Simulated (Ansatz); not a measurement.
```xyz
10

Si   -0.834   -0.104   -1.488
C    -0.055    0.014    0.167
C    -0.071    0.124    1.456
Cl   -0.992    0.265    2.851
C     1.291    0.045    0.930
H    -0.427   -1.379   -2.131
H    -2.311   -0.055   -1.357
H    -0.364    1.026   -2.332
H     1.904    0.944    0.875
H     1.858   -0.880    1.029
```

Total charge 0; spin multiplicity 1.

Problem. List the r2SCAN/def2-TZVPP orbital energies in eV (Ansatz 0.2.0). (Best estimate.)

Solution. The calculation gave: Occupied: -2754.27, -1791.21, -275.16, -273.91, -273.57, -255.60, -194.22, -193.98, -193.95, -141.68, -96.54, -96.52, -96.52, -24.05, -22.23, -15.96, -14.84, -13.45, -11.82, -11.47, -10.04, -9.30, -9.11, -9.03, -8.06, -7.31, -6.32. Lowest empty: -1.51, -0.04, 0.38, 0.80, 1.43, 1.54, 2.11, 2.58.
